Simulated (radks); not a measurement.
The numbers below are computed, except where a source is named.
All-electron atom: Gd XXXIX in [Ar] 3d8.

Code: a radial shooting solver on a logarithmic mesh with Libxc functionals. Model: non-relativistic Kohn-Sham, LB94 model potential, spin-polarised, spherical densities, point nucleus; open shells are filled with parallel spins first (spin-orbit coupling, left out, can overturn this in heavy ions); relativity is left out, which matters for an element this heavy.

Energy parts (eV):
| part | energy |
|---|---|
| kinetic | 268757.03 |
| electron-nucleus | -586080.21 |
| Hartree | 53583.39 |
(The LB94 potential has no energy functional, so no total or exchange-correlation energy is given.)

Orbitals (lengths in bohr, moments of r in powers of bohr):
orbital  occ.  eigenvalue (eV)  <1/r>
1s up       1        -49016.51  63.50
1s down     1        -49016.78  63.50
2s up       1        -9270.824  14.82
2s down     1        -9269.550  14.82
2p up       3        -8921.129  14.85
2p down     3        -8920.823  14.85
3s up       1        -3259.266  5.758
3s down     1        -3251.786  5.750
3p up       3        -3107.136  5.714
3p down     3        -3099.249  5.707
3d up       5        -2833.666  5.627
3d down     3        -2825.778  5.627

The highest occupied level is 3d down at -2825.8 eV. The density falls to 0.001 e/bohr^3 at r = 0.76 bohr. For comparison, the ionisation energy in NIST's Atomic Spectra Database is 2827 eV (theoretical). In exact Kohn-Sham theory the highest level is minus the ionisation energy, but local and semilocal functionals leave it too shallow, through self-interaction and a potential that decays too fast; potentials with the right tail come closer. Summed over all electrons, <r^2> = 1.042 bohr^2, which gives a Langevin (diamagnetic) susceptibility term of -0.825 x 10^-6 cm^3/mol. The electron density at the nucleus is 1.861e+05 e/bohr^3.
